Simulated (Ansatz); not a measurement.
Species: CF3, SMILES `F[C](F)F` (charge 0, multiplicity 2), formula CF₃.

How many basis functions does frozen-core CCSD(T)/cc-pVTZ // PBE0-D3(BJ)/def2-TZVP (Ansatz, a first-principles code) use, how many core orbitals are frozen, and how many electrons are correlated?

120 basis functions and 4 frozen orbitals, which leaves 25 correlated electrons. Core time is of the order of seconds.
